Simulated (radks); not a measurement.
Results of a calculation; reference values are marked as such.
Task: Os VI, configuration [Xe] 4f14 5d3. Code: a radial shooting solver on a logarithmic mesh with Libxc functionals. Model: scalar-relativistic Kohn-Sham, LDA (Slater exchange, Perdew-Wang correlation), spin-polarised, spherical densities, finite nucleus; open shells are filled with parallel spins first (spin-orbit coupling, left out, can overturn this in heavy ions); Fermi nuclear charge, rms radius 5.4126 fm. Some entries of the table are withheld. Estimate them.

orbital  occ.  eigenvalue (eV)  r(max) (bohr)
1s up       1        -73848.20        0.01104
1s down     1        -73848.20        0.01104
2s up       1        -12915.91        0.06345
2s down     1        -12915.69        0.06345
2p up       3        -11262.86        0.05220
2p down     3        -11262.67        0.05220
3s up       1        -3053.443         0.1789
3s down     1        -3053.336         0.1789
3p up       3        -2567.836         0.1775
3p down     3        -2567.723         0.1775
3d up       5        -2023.386         0.1444
3d down     5        -2023.219         0.1444
4s up       1        -693.1524         0.4049
4s down     1        -692.9244         0.4050
4p up       3        -533.7268         0.4252
4p down     3        -533.4965         0.4252
4d up       5        -335.4889         0.4346
4d down     5        -335.2107         0.4346
5s up       1        -154.0186            (1)
5s down     1        -152.2923            (2)
4f up       7        -114.9907         0.4047
4f down     7        -114.5419         0.4046
5p up       3        -112.4336          1.023
5p down     3        -110.3278          1.018
5d up       3         -63.6572            (3)
5d down     0         -61.2025            (4)

Result: 
(1) 5s up r(max) (bohr): 0.9110
(2) 5s down r(max) (bohr): 0.9082
(3) 5d up r(max) (bohr): 1.275
(4) 5d down r(max) (bohr): 1.268
